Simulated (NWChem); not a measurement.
**What each level costs for chlorotrifluoromethane (CClF$_{3}$)**

```xyz
5

F      0.8478     0.5618     1.0721
C      0.3525    -0.0244     0.0000
F      0.8478     0.5618    -1.0721
F      0.7195    -1.2908     0.0000
Cl    -1.4030     0.0972     0.0000
```
Charge 0, spin multiplicity 1.

All runs are NWChem calculations. Structure: optimised with PBE0/def2-SVP, a minimum by its harmonic frequencies.

Basis set: cc-pVDZ (74 functions). Each entry is one whole single-point run; the coupled-cluster runs use the TCE module, and the SCF and DFT modules converge to different thresholds.

The correlated methods keep 9 core orbitals frozen. B3LYP has NWChem's definition, with VWN1-RPA local correlation.

Question: Roughly how much processor time does each of these take, relative to RHF: MP2, RI-MP2, B2PLYP, PBE, B3LYP, TPSS, CR-CCSD(T)?

Answer: RI-MP2 about the same, within a factor of 3; B3LYP about the same, within a factor of 3; PBE about the same, within a factor of 3; MP2 about the same, within a factor of 3; TPSS about the same, within a factor of 3; B2PLYP about 3; CR-CCSD(T) about 30 (rough ratios from shared machines).
